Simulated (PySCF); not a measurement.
All values below come from B3LYP-D3(BJ)/def2-TZVP // PBE0-D4/def2-TZVP in PySCF 2.14.0. Isolated molecules, 0 K electronic values unless said otherwise. One relaxed conformer stands for a flexible species; it need not be the lowest. B3LYP has the VWN-RPA correlation part, as in Gaussian. Excitations are Tamm–Dancoff values on a coarser integration grid. The basis has no diffuse functions, so Rydberg states are missing or too high.

Reference species (SMILES): `[C-]#[N+][SiH2]O` (neutral, multiplicity 1).

```
Property                Value
-------------------  --------
HOMO–LUMO gap         7.76 eV
T1 excitation (TDA)   5.24 eV
HOMO                 -8.74 eV
```

Changed species: `O[SiH2]I` (H–O–Si–I torsion 54°) (X = iodo; the reference has X = isocyano).

Predict the effect on the HOMO–LUMO gap, T1 excitation (TDA) and HOMO.

the HOMO–LUMO gap falls by 0.84 eV, to 6.92 eV; the T1 excitation (TDA) rises by 0.16 eV, to 5.40 eV; the HOMO goes up by 1.29 eV, to -7.45 eV.
